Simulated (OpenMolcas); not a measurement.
Cu2+: moving the ligands

Cu2+ with 6 ligands (chloride) in octahedral coordination (Oh) at 2.49 Å. A charge of +0.667 e stands 2.6 Å behind each ligand. Ligand basis ANO-RCC-VDZP.

| Item | Value |
| --- | --- |
| Program | OpenMolcas 26.06 |
| Method | CASSCF |
| Basis | ANO-RCC-VDZP [5s4p2d1f] |
| Scalar Hamiltonian | DKH2, point nucleus |
| Active space | 9 electrons in 5 orbitals (3d) |
| State averaging | 2S+1 = 2 even, 5 roots |
| Spin-orbit coupling | RASSI with atomic mean-field integrals over the reference wave functions |

Runs around this geometry, states (labels of O, the rotations of Oh). Energies in cm-1 above the lowest state or level, χT in cm3 K/mol; 10Dq is the gap between the two states.

| R (Å) | Ground state | First state of that spin | 10Dq | First gap with spin-orbit (degeneracies) | χT at 300 K |
| --- | --- | --- | --- | --- | --- |
| 2.45 | 2E | 2T2 3302 | 3302 | 2730 (4, 2) | 0.778 |
| 2.49 | 2E | 2T2 2931 | 2931 | 2384 (4, 2) | 0.820 |
| 2.61 | 2E | 2T2 2062 | 2062 | 1593 (4, 2) | 0.954 |

Taking |10Dq| as R^-n, n = -ln(2062 / 3302) / ln(2.61 / 2.45) = 7.4 between the shortest and longest distance. The point-charge formula for a cubic d site gives n = 5.

An orbital doublet at a regular site is open to a Jahn-Teller distortion, which this geometry leaves out. Ligand-to-metal charge-transfer states are missing. With metal d orbitals alone and no dynamic correlation the field as a rule comes out too small, by tens of per cent, by up to half for chloride and softer ligands, and the orbital part of g and χT, which goes as 1/10Dq, too large. No measured value stands beside these numbers; the geometry was imposed, not optimised, and the real ion may take another.
